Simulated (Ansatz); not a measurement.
The same group exchange along the group B, Al, Ga.

Isolated molecules relaxed with PBE0-D4/def2-TZVP in Ansatz; ΔE leaves out vibrations. CCSD(T)/CBS is the MP2 limit (def2-TZVPP, def2-QZVPP) plus CCSD(T) − MP2 in def2-TZVPP, frozen cores. This one scheme is used for every species. Functionals use def2-TZVPP. For Ga outer-core shells are correlated without core-valence functions, which leaves a few kJ/mol of doubt a bond. Scalar relativity is left out up to krypton. One conformer a species, not always the lowest.

```tsv
reaction	r2SCAN-D4 (eV)
`NB[SiH2]O` + `O[SiH](Cl)Cl` → `O[SiH2][Si](O)(Cl)Cl` + `BN`	-0.20
`[NH2][AlH][SiH2]O` + `O[SiH](Cl)Cl` → `O[SiH2][Si](O)(Cl)Cl` + `[NH2][AlH2]`	-0.03
`[NH2][GaH][SiH2]O` + `O[SiH](Cl)Cl` → `O[SiH2][Si](O)(Cl)Cl` + `[NH2][GaH2]`	0.13
```

(1) Give the CCSD(T)/CBS values in the same order. (An estimate is asked.)

Largest T1 diagnostic: 0.014, for `[NH2][GaH2]`.

## Answers

(1) Ansatz gave: -0.17, -0.01, 0.18 eV.
